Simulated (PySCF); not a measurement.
C6H12GeO.
Cartesian coordinates in Å at the PBE0-D3(BJ)/def2-SVP level; atoms count from 1:
```
atom  x, y, z in Å
C1     3.4036    0.0264   -0.1500
O2     2.0657   -0.0817    0.2150
C3     1.1890   -0.0362   -0.8762
C4    -0.2255   -0.0629   -0.3878
C5    -1.1373   -0.9321   -0.8574
C6    -2.5587   -0.9028   -0.3742
Ge7   -2.5233    0.5424    0.9688
C8    -0.6229    0.9446    0.6605
H9     3.6141    0.9767   -0.6816
H10    4.0096   -0.0016    0.7666
H11    3.7259   -0.8054   -0.8087
H12    1.3595    0.9001   -1.4548
H13    1.3740   -0.8803   -1.5715
H14   -0.8425   -1.6782   -1.6059
H15   -3.2675   -0.6947   -1.1934
H16   -2.8606   -1.8704    0.0599
H17   -2.8303    0.0542    2.3975
H18   -3.4640    1.7151    0.6293
H19   -0.0001    0.8241    1.5605
H20   -0.4610    1.9765    0.3048
```

Computed, not measured: TDDFT wB97X-D/def2-SVPD, vertical, gas phase, core orbitals frozen in the response in PySCF. Relativistic effects, spin–orbit coupling among them, are left out although an element past zinc is present.

Relations used (vacuum, state to state): A = 0.6670 f ν̃² s⁻¹ (ν̃ in cm⁻¹); τ = 1/A; f = (2/3) ΔE |μ|² in atomic units; ∫σ dE = 109.76 f Mb·eV.

Only emission to the ground state at the vertical energy is counted.

Energies and rates of the computed singlets with f of 0.002 or more:

| state | λ (nm) | A (s⁻¹) |
| --- | --- | --- |
| S1 | 182.6 | 1.91×10⁸ |
| S2 | 180.6 | 3.27×10⁸ |
| S3 | 172.6 | 2.11×10⁷ |
| S4 | 170.5 | 1.06×10⁷ |
| S6 | 163.1 | 7.17×10⁷ |
| S8 | 157.6 | 1.13×10⁷ |
| S9 | 156.9 | 5.86×10⁶ |
| S10 | 155.2 | 1.45×10⁷ |

Task: Which f and |μ| stand behind these rates?

Result: f = A / (0.6670 ν̃²), and |μ| follows from f:

```tsv
state	f	|μ| (D)	τ	main configurations (H = HOMO, L = LUMO)
S1	0.096	1.93	5.2 ns	H→L (82%), H→L+4 (8%)
S2	0.160	2.48	3.1 ns	H→L+1 (75%)
S3	0.0094	0.59	47 ns	H-1→L (39%), H-1→L+1 (32%), H-2→L+1 (8%)
S4	0.0046	0.41	94 ns	H-2→L+1 (43%), H-2→L (20%), H→L+2 (13%)
S6	0.029	1.00	14 ns	H-1→L+2 (33%), H-1→L+1 (19%), H-1→L+3 (18%)
S8	0.0042	0.38	88 ns	H-2→L (48%), H-2→L+1 (26%)
S9	0.0022	0.27	170 ns	H-3→L+1 (52%), H-3→L (24%), H-3→L+2 (10%)
S10	0.0052	0.42	69 ns	H→L+5 (25%), H→L+3 (21%), H→L+4 (18%)
```

Task: By what factor does the largest A in the list exceed the smallest?

Result: S2 has 56 times the rate of S9.

Task: Suppose S1 emitted 0.3 eV lower with the same transition dipole. How would A change?

Result: At fixed |μ|, A goes as the cube of the energy: (6.49/6.79)³ = 0.87, which makes τ about 6 ns.

Task: How much energy does a mole of photons resonant with S2 carry?

Result: 6.864 eV × 96.485 = 662 kJ/mol (158 kcal/mol).

All these states lie below the vertical ionisation energy of 8.82 eV (ΔSCF).

One conformer stands for the species.
